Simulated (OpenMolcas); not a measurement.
## Fe2+, Ru2+, Os2+: d6 down the group

```json
{
 "Program": "OpenMolcas",
 "Method": "MS-CASPT2, IPEA 0.25 Eh, imaginary shift 0.1 Eh",
 "Basis": "ANO-R2",
 "Scalar Hamiltonian": "X2C, finite nucleus",
 "Spin-orbit coupling": "RASSI with atomic mean-field integrals over the reference wave functions, term energies averaged over their components"
}
```

Active space for each ion: 6 electrons in 5 orbitals (d); closed shells correlated by CASPT2: Fe2+ 3s 3p; Ru2+ 4s 4p; Os2+ 5s 5p.

Computed levels in cm-1 above 5D4:

| Level | Fe2+ | Ru2+ | Os2+ |
| --- | --- | --- | --- |
| 5D3 | 438 | 1157 | 4600 |
| 5D2 | 745 | 1846 | 4740 |
| 5D1 | 942 | 2300 | 7100 |
| 5D0 | 1039 | 2510 | 7420 |
| 3P2(1) | 19070 | 15710 | 16810 |
| 3H6 | 20180 | 16080 | 17290 |
| 3P1(1) | 20350 | 18990 | 29640 |
| 3H5 | 20400 | 16330 | 25120 |
| 3F3(1) | 21630 | 17790 | 19470 |
| weight of 5D in the lowest level (%) | 100 | 99 | 86 |

Mixed levels, with the weight of the term that names them: Os2+ 5D2 (70 %), Os2+ 3P2(1) (54 %), Os2+ 3P1(1) (70 %), Os2+ 3H5 (50 %), Os2+ 3F3(1) (53 %).

Measured, with the error of the calculation in %. Measured levels: Fe2+ from Corliss and Sugar, J. Phys. Chem. Ref. Data 11, 135 (1982); Ru2+ from Moore, Atomic Energy Levels, vol. III, NSRDS-NBS 35 (1971 reprint of NBS Circular 467, 1958).

| Level | Fe2+ | Ru2+ |
| --- | --- | --- |
| 5D3 | 436 (+0.3) | 1159 (-0.2) |
| 5D2 | 739 (+0.8) | 1826 (+1.1) |
| 5D1 | 932 (+1.0) | 2266 (+1.3) |
| 5D0 | 1027 (+1.1) | 2476 (+1.4) |
| 3P2(1) | 19405 (-1.7) |  |
| 3H6 | 20051 (+0.7) |  |
| 3P1(1) | 20688 (-1.6) |  |
| 3H5 | 20301 (+0.5) |  |
| 3F3(1) | 21700 (-0.3) |  |

The fine-structure level 5D0 changes by a factor of 7.14 from Fe2+ to Os2+.

Without spin-orbit coupling 3P(1) lies 19250, 16070, 15270 cm-1 above 5D in that order; the difference to the level 3P2(1), of either sign, comes from spin-orbit coupling, which also lowers the zero.

Term energies are means over components that CASPT2 splits; among the terms shown or strongly mixed into the levels shown the widest spread is 1400 cm-1 (5d6 1I, Os2+). Levels of configurations with an s electron are missing; early in the row they begin among the upper levels of the d shell and mix with terms of their name (holds for Ru2+). Configurations with an s electron lie low in 5d ions of this charge, fall among these levels and mix in, so low-spin terms can stand far too high, up to twice their true height, and weights are not those of the real levels (holds for Os2+). Computed and measured levels are paired by configuration, term and J; levels that our copy of the source lacks, or whose pairing is in doubt (as where it misses far off the trend of its configuration), stay unpaired and out of the deviations. Levels of configurations outside the active space are missing.

A number in round brackets counts repeated terms of one configuration in the order of the reference energies.
